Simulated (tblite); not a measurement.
Species: C6H11N.
Bonds: C1–C2 (triple), C2–C3, C3–C4, C4–N5, N5–C6, C6–C7. Hydrogens: H8 on C1; H9, H10 on C3; H11, H12 on C4; H13 on N5; H14, H15 on C6; H16, H17, H18 on C7.

Computed with GFN2-xTB (tblite), gas phase: nudged elastic band of 9 images (0 to 8), spring 0.2 eV/Å², climbing image at the end, force threshold 0.05 eV/Å. No saddle search or frequency run followed, so the top image need not be a first-order saddle, and its height can exceed the method's true barrier by a kcal/mol or more.

The band describes a rotation about C3–C4 (propargylic carbon, sp3 carbon bound to nitrogen), followed by the dihedral C2–C3–C4–N5, from the optimised start (-175°) to a second optimised geometry at -62°.

Question: How does the energy change from image to image?

Answer: 
```tsv
image	dihedral (°)	E (kcal/mol)	C3–C4 (Å)	C2···N5 (Å)	largest true force (eV/Å)
0	-175	0.00	1.532	3.72	0.01
1	-161	0.35	1.533	3.70	0.04
2	-147	1.09	1.536	3.65	0.04
3	-133	1.93	1.540	3.58	0.04
4	-118	2.43	1.541	3.47	0.04
5	-103	2.33	1.540	3.35	0.04
6	-89	1.78	1.536	3.21	0.04
7	-75	1.19	1.533	3.06	0.04
8	-62	0.95	1.532	2.93	0.01
```

Barriers of this band. The top is image 4 at -118°: 2.43 kcal/mol forward and 1.48 kcal/mol back; the end lies 0.95 kcal/mol above the start. The central bond is 0.009 Å longer at the top than at the start.

Question: What rate follows at 298 K for crossing this barrier forward?

Answer: Taking the electronic barrier for the free energy of activation (no zero-point or entropy terms, transmission 1), rate = (kT/h)·exp(−ΔE/kT) ≈ 1 × 10^11 s⁻¹, whose inverse is 1 × 10^-11 s. An error of 1 kcal/mol in the barrier changes this by a factor of 5, and the method and the loose band can each miss by that much or more.

Question: How would the two end points share their population at 298 K, from these energies alone?

Answer: exp(−ΔE/kT) with ΔE = 0.041 eV gives 0.2 for the higher one (end) against 1 for the lower, without vibrational, rotational or degeneracy terms. GFN2-xTB can put conformers this close in the wrong order.

The cost below is that of the whole band run. Hardware: one thread of an Intel Xeon Platinum 8559C, no GPU, shared host with 192 logical CPUs at a one-minute load of 79. Cost: 3.0 s of wall time, 0.19 GiB resident at most.
